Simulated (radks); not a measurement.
Values are calculated unless marked as measured or tabulated.
Problem. All-electron atom: Ta in [Xe] 4f14 5d2 6s2 6p1 (not the ground configuration). Level of theory: scalar-relativistic Kohn-Sham, BLYP, spin-polarised, spherical densities, point nucleus; open shells are filled with parallel spins first (spin-orbit coupling, left out, can overturn this in heavy ions) (a radial shooting solver on a logarithmic mesh with Libxc functionals). Some entries of the table are withheld. Estimate them.

| orbital | occ. | eigenvalue (hartree) | <1/r> (bohr^-1) |
|---|---|---|---|
| 1s up | 1 | -2476.261 | 85.47 |
| 1s down | 1 | -2476.261 | 85.47 |
| 2s up | 1 | -425.5521 | 19.97 |
| 2s down | 1 | -425.5492 | 19.97 |
| 2p up | 3 | -372.9252 | 18.15 |
| 2p down | 3 | -372.9228 | 18.15 |
| 3s up | 1 | -97.57225 | 7.389 |
| 3s down | 1 | -97.57150 | 7.389 |
| 3p up | 3 | -81.92367 | 6.836 |
| 3p down | 3 | -81.92276 | 6.836 |
| 3d up | 5 | -63.67203 | 6.464 |
| 3d down | 5 | -63.67016 | 6.464 |
| 4s up | 1 | -19.98330 | 3.136 |
| 4s down | 1 | -19.98069 | 3.136 |
| 4p up | 3 | -14.85079 | 2.851 |
| 4p down | 3 | -14.84832 | 2.851 |
| 4d up | 5 | -8.28525 | 2.532 |
| 4d down | 5 | -8.28224 | 2.532 |
| 5s up | 1 | -2.81827 | 1.213 |
| 5s down | 1 | -2.79000 | 1.218 |
| 5p up | 3 | -1.58111 | 1.016 |
| 5p down | 3 | -1.54436 | 1.021 |
| 4f up | 7 | -1.03185 | 2.001 |
| 4f down | 7 | -1.02456 | 2.006 |
| 6s up | 1 | -0.26500 | (1) |
| 5d up | 2 | -0.23735 | 0.6352 |
| 6s down | 1 | -0.23070 | (2) |
| 5d down | 0 | -0.19372 | 0.6302 |
| 6p up | 1 | -0.08795 | 0.2877 |
| 6p down | 0 | -0.06627 | 0.2690 |

Solution. 
(1) 6s up <1/r> (bohr^-1): 0.4099
(2) 6s down <1/r> (bohr^-1): 0.4004
